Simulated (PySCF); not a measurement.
**Xe²⁷⁺: ionisation energy**

Xe²⁷⁺ [Ar] 3d9 (2D) → Xe²⁸⁺ [Ar] 3d8 (3F), as a difference of total energies. Computed with PySCF 2.14 in an uncontracted even-tempered set (19 s from 3.4 bohr⁻², ratio 2.5; 13 p from 4.4 bohr⁻², ratio 2.5; 8 d from 4.4 bohr⁻², ratio 2.5; 4 f from 22 bohr⁻², ratio 2.7; 3 g from 32 bohr⁻², ratio 2.7), with the spin-free X2C one-electron Hamiltonian (Gaussian nucleus). Correlated levels: outer shells: [Ne] frozen; virtual orbitals above 40 to 60 times the deepest correlated orbital energy dropped. The calculations carry no spin-orbit coupling.

```csv
method,ionisation energy (eV)
UHF,1575.5
LDA,1577.0
PBE,1575.8
PBE0,1576.3
r2SCAN,1575.5
M06-L,1577.0
TPSS,1575.0
MP2 (outer shells),1577.3
SCS-MP2 (outer shells),1577.1
```

A first-order spin-orbit estimate (lowest level to lowest level, LS coupling) adds -2.931 eV.

Breit and QED terms and the two-electron picture change are absent.

For comparison: 1571 ± 4 eV (theoretical estimate listed by NIST; NIST Atomic Spectra Database, ionization energies).
